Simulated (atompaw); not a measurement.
What the settings do to the PAW (atompaw) potential of ruthenium

Base potential:

Ru, PAW, made with atompaw 4.2.0.5 (PBE, scalar-relativistic). Core [Ar] 3d10, reference 4s2 4p6 4d7.5 5s0.5 5p0. Waves: 4s (bound): rc 1.65 bohr; 5s (bound): rc 2.20 bohr; 4p (bound): rc 1.80 bohr; 5p (bound, empty): rc 2.55 bohr; 4d (bound): rc 2.55 bohr; 4d channel at 1.3 Ry: rc 2.55 bohr. Local part: troulliermartins scheme with l = 3 at 0 Ry, radius 2.10 bohr. Core correction: smooth core density matched at 1.60 bohr. Augmentation charge: besselshape compensation charge, radius 2.25 bohr; PAW radius 2.55 bohr; waves and projectors: custom polynom gramschmidtortho.

All-electron outer shells of the reference configuration (PBE, scalar-relativistic, ld1.x):

| shell | level (eV) | outermost node (bohr) | outermost maximum (bohr) |
| --- | --- | --- | --- |
| 3p | -445.68 | 0.16 | 0.36 |
| 3d | -271.56 | – | 0.30 |
| 4s | -74.90 | 0.48 | 0.92 |
| 4p | -45.01 | 0.49 | 0.98 |
| 4d | -4.12 | 0.48 | 1.23 |
| 5s | -3.80 | 1.24 | 2.80 |
| 5p | -0.71 | 1.42 | 4.17 |

Cutoffs, loose and tight: the cutoffs (Ry, on a coarse ladder) from which the occupation-weighted sum of valence levels, in a spherical-Bessel basis at the reference potential, stays within 10 and 1 mRy of its value at 400 Ry. They see the waves, projectors and local potential, not the compensation charge or the core. A dash means not determined.

A true bound ghost makes a file unfit for plane-wave use even where its test errors are small: the radial tests pick states by their node count and pass the ghost by.

```csv
change,outcome,"cutoff, loose","cutoff, tight",bound ghosts
base,generated,35 Ry,45 Ry,none
"all radii scaled by about 0.85 (s 1.40, p 1.54, d 2.18 bohr); local potential troulliermartins scheme with l = 3 at 0 Ry, radius 1.78 bohr; augmentation besselshape compensation charge, radius 1.92 bohr; PAW radius 2.18 bohr; waves and projectors: custom polynom gramschmidtortho; core correction smooth core density matched at 1.36 bohr",generated,35 Ry,60 Ry,none
"all radii scaled by about 1.03 (s 1.70, p 1.86, d 2.64 bohr); local potential troulliermartins scheme with l = 3 at 0 Ry, radius 2.16 bohr; augmentation besselshape compensation charge, radius 2.32 bohr; PAW radius 2.64 bohr; waves and projectors: custom polynom gramschmidtortho; core correction smooth core density matched at 1.66 bohr",generated,30 Ry,45 Ry,none
"all radii scaled by about 1.08 (s 1.78, p 1.94, d 2.76 bohr); local potential troulliermartins scheme with l = 3 at 0 Ry, radius 2.28 bohr; augmentation besselshape compensation charge, radius 2.44 bohr; PAW radius 2.76 bohr; waves and projectors: custom polynom gramschmidtortho; core correction smooth core density matched at 1.74 bohr",generated,30 Ry,40 Ry,none
"all radii scaled by about 1.18 (s 1.96, p 2.12, d 3.02 bohr); local potential troulliermartins scheme with l = 3 at 0 Ry, radius 2.48 bohr; augmentation besselshape compensation charge, radius 2.66 bohr; PAW radius 3.02 bohr; waves and projectors: custom polynom gramschmidtortho; core correction smooth core density matched at 1.90 bohr",generated,25 Ry,35 Ry,none
"all radii scaled by about 1.26 (s 2.08, p 2.28, d 3.22 bohr); local potential troulliermartins scheme with l = 3 at 0 Ry, radius 2.66 bohr; augmentation besselshape compensation charge, radius 2.84 bohr; PAW radius 3.22 bohr; waves and projectors: custom polynom gramschmidtortho; core correction smooth core density matched at 2.02 bohr",generated,21 Ry,30 Ry,s
```

Question: What comes out with this change to the base: all radii scaled by about 0.75 (s 1.24, p 1.34, d 1.90 bohr); local potential troulliermartins scheme with l = 3 at 0 Ry, radius 1.58 bohr; augmentation besselshape compensation charge, radius 1.68 bohr; PAW radius 1.90 bohr; waves and projectors: custom polynom gramschmidtortho; core correction smooth core density matched at 1.20 bohr?

Answer: outcome: generated; cutoff, loose: 40 Ry; cutoff, tight: 70 Ry; bound ghosts: none.

Question: What comes out with this change to the base: all radii scaled by about 0.93 (s 1.54, p 1.68, d 2.36 bohr); local potential troulliermartins scheme with l = 3 at 0 Ry, radius 1.94 bohr; augmentation besselshape compensation charge, radius 2.08 bohr; PAW radius 2.36 bohr; waves and projectors: custom polynom gramschmidtortho; core correction smooth core density matched at 1.48 bohr?

Answer: outcome: generated; cutoff, loose: 35 Ry; cutoff, tight: 50 Ry; bound ghosts: none.

Reading the sweep of the scale of all radii (base = 1) (base included, trends over the rows without a ghost): The loose cutoff falls from 40 Ry at 0.75 to 25 Ry at 1.18. A larger radius leaves more room for a smooth pseudo-wave, so fewer plane waves are needed; a smaller one forces it to follow the all-electron wave where it bends sharply. Bound ghosts are found at 1.26.
